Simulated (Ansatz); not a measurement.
`C=C([SiH3])CCl` + `[OH][Mg][OH]` → `[OH][Mg][O][SiH3]` + `C=CCCl`  (ligand exchange at the Si–C bond)

Gas-phase electronic energies from Ansatz, PBE0-D4/def2-TZVP geometries. CCSD(T)/CBS is the MP2 limit (def2-TZVPP, def2-QZVPP) plus CCSD(T) − MP2 in def2-TZVPP, frozen cores. DFT in def2-TZVPP. For Mg outer-core shells are correlated without core-valence functions, which leaves a few kJ/mol of doubt a bond. Each species was taken in one conformer, which may not be the lowest.

`C=C([SiH3])CCl`:

Cartesian coordinates in Å:
```
C -0.552 -0.178 1.520
C -0.170 0.047 0.264
Si 1.416 -0.703 -0.399
C -0.993 0.927 -0.617
Cl -1.468 0.085 -2.128
H 0.042 -0.777 2.201
H -1.476 0.235 1.919
H 2.203 -1.200 0.760
H 1.152 -1.829 -1.328
H 2.194 0.338 -1.124
H -0.434 1.807 -0.938
H -1.915 1.245 -0.129
```

`[OH][Mg][OH]`:

Cartesian coordinates in Å:
```
O -1.082 -1.299 -0.511
Mg -0.001 0.000 0.002
O 1.076 1.300 0.522
H -1.848 -1.672 -0.926
H 1.855 1.671 0.912
```

`[OH][Mg][O][SiH3]`:

Cartesian coordinates in Å:
```
O -0.216 0.371 3.302
Mg -0.106 0.196 1.559
O 0.018 -0.044 -0.210
Si 0.129 -0.257 -1.803
H -0.327 0.719 4.175
H -1.144 0.107 -2.491
H 1.212 0.586 -2.390
H 0.433 -1.678 -2.143
```

`C=CCCl`:

```xyz
9

C     0.818   -0.067    1.159
C    -0.310    0.016    0.470
C    -0.357    0.182   -1.003
Cl   -1.209   -1.194   -1.779
H     0.815   -0.169    2.238
H     1.785   -0.036    0.668
H    -1.270   -0.030    0.976
H     0.642    0.225   -1.436
H    -0.914    1.074   -1.293
```

```
  level  ΔE (kJ/mol)
 PBE-D4       -109.5
PBE0-D4       -116.7
```

Q: What does CCSD(T)/CBS give? (Estimate.)

A: The calculation gave: -126.5 kJ/mol. The listed levels differ from it by 17.0, 9.8 kJ/mol.

Largest T1 diagnostic among the species: 0.011.

From PBE to PBE0 (25 % exact exchange), in def2-TZVPP and without D4, ΔE moves by −6.5 kJ/mol. In def2-TZVPP, CCSD(T) changes the Hartree–Fock value by +27.9 kJ/mol (the triples alone add +4.4 kJ/mol) and MP2 by +30.1 kJ/mol.
